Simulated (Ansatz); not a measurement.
Input and output for CH4GeS, SMILES `C[S][GeH]`.

```yaml
crystal:
  periodic: [false, false, false]
  atoms:
    - {symbol: C, position_ang: [-0.787609, 0.742200, -0.275431]}
    - {symbol: S, position_ang: [0.549813, 0.166704, 0.803073]}
    - {symbol: Ge, position_ang: [1.194720, -1.705575, -0.130999]}
    - {symbol: H, position_ang: [-0.951124, 0.046809, -1.099311]}
    - {symbol: H, position_ang: [-0.525030, 1.721822, -0.674684]}
    - {symbol: H, position_ang: [-1.702463, 0.831764, 0.310256]}
    - {symbol: H, position_ang: [2.282892, -1.871825, 1.021498]}
basis:
  gaussian: {orbitals: aug-pcseg-2}
hamiltonian: {xc: {name: wB97X}}
output: {forces: true}
```

```sh
$ ansatz run in.yaml --threads 4 --pin off --events-out ev --progress --plain --max-ram 10444MiB
```

Shortened log:

```
Functional definition: wB97X
1234 factors; their error is unknown
459 factors; integrals over basis functions are off by at most 4.1e-5 eV
mean field evaluation 1: about -68456.1920 eV, gradient 3.1e1 eV
mean field evaluation 2: about -68457.1828 eV, gradient 2.5e1 eV
mean field evaluation 4: about -68458.6269 eV, gradient 9.8e-1 eV
mean field evaluation 8: about -68458.8075 eV, gradient 3.6e-1 eV
mean field evaluation 16: about -68458.8077 eV, gradient 4.6e-5 eV
mean field -68458.80766921 eV, -2515.8147787970 hartree, gradient 4.9e-5 eV, S^2 0.000000; 0 other end points of the search recorded, 0 dependent functions left out
reference -68458.80762111 eV, -2515.8147770292 hartree; 29, 29 occupied and 218, 218 virtual orbitals, 1234 factors
Total energy: -68458.80762111 eV, -2515.8147770292 hartree
Atom 0 at    -0.787609     0.742200    -0.275431 Å, force    -0.042187     0.054367    -0.003451 eV/Å
Atom 1 at     0.549813     0.166704     0.803073 Å, force     0.005115    -0.086828    -0.071925 eV/Å
Atom 2 at     1.194720    -1.705575    -0.130999 Å, force     0.075373     0.092474     0.175159 eV/Å
Atom 3 at    -0.951124     0.046809    -1.099311 Å, force    -0.002506     0.060895     0.052108 eV/Å
Atom 4 at    -0.525030     1.721822    -0.674684 Å, force    -0.036534    -0.087741     0.020873 eV/Å
Atom 5 at    -1.702463     0.831764     0.310256 Å, force     0.069994    -0.008396    -0.066923 eV/Å
Atom 6 at     2.282892    -1.871825     1.021498 Å, force    -0.069254    -0.024771    -0.105841 eV/Å
Dipole moment:    -0.207462     0.031925    -0.219714 e Å
```

Hardware: 4 threads of an Arm Neoverse V2 on a shared host. Wall time 8 s, peak host memory 0.91 GiB.
